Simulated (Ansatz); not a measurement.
A nudged elastic band was laid between two geometries of CH5NSi2 (9 atoms, charge 0, multiplicity 1).

Computed with RKS revPBE/def2-SVP in Ansatz 0.2.0.

* movable images: 5
* climbing image: from the first iteration
* spring: 5.0 eV/Å²
* optimiser: fire
* start path: IDPP
* force threshold: 0.05 eV/Å
* iteration limit: 60
* end points: relaxed

First end point:

```xyz
9
Properties=species:S:1:pos:R:3
Si 0.193 2.739 -0.746
C -0.059 1.022 -0.759
N -0.424 -0.232 -0.637
Si -0.167 -1.143 0.919
H 1.632 2.484 -1.242
H -0.851 -0.716 -1.448
H 1.298 -1.154 1.233
H -0.677 -2.537 0.677
H -0.946 -0.463 2.003
```

Last end point:

```xyz
9
Properties=species:S:1:pos:R:3
Si 1.534 1.882 -1.484
C 0.231 0.940 -0.829
N -0.710 0.339 -0.140
Si -0.307 -0.914 1.118
H 1.617 0.876 -2.650
H -1.703 0.572 -0.330
H 0.523 -0.268 2.185
H 0.438 -2.034 0.460
H -1.623 -1.392 1.671
```

(1) What changes between the two ends?

(2) What energy profile does the band end with?

(3) What is the geometry of the highest image?

Answers

(1) No bond is made or broken. The dihedral C2–N3–Si4–H7 goes from -59 to 61°. The two ends are copies of one structure, up to a mirror image or an exchange of like atoms.

(2) The run converged. The highest image is number 3 of 0 to 6, 0.031 eV above the ends, which have the same energy within 2 meV. Another band between the same ends (5 images) ends at a top of the same energy, where a vibrational analysis finds 1 clearly imaginary mode.

```tsv
image	path coordinate (Å)	energy (eV)	dihedral C2–N3–Si4–H7 (°)
0	0.00	0.000	-59
1	0.67	0.009	-41
2	1.34	0.024	-21
3	2.01	0.031	1
4	2.68	0.024	22
5	3.34	0.009	42
6	4.01	0.000	61
```

(3) 
```xyz
9
Properties=species:S:1:pos:R:3
Si 0.999 2.468 -1.156
C 0.115 1.024 -0.780
N -0.643 0.040 -0.353
Si -0.261 -1.044 1.061
H 1.836 1.624 -2.141
H -1.522 -0.147 -0.871
H 1.045 -0.570 1.609
H -0.193 -2.463 0.568
H -1.376 -0.931 2.063
```

The run took 2.2 min on 1 thread of AMD EPYC 9R45 96-Core Processor (Zen 5) (shared host), peak memory 0.14 GiB.
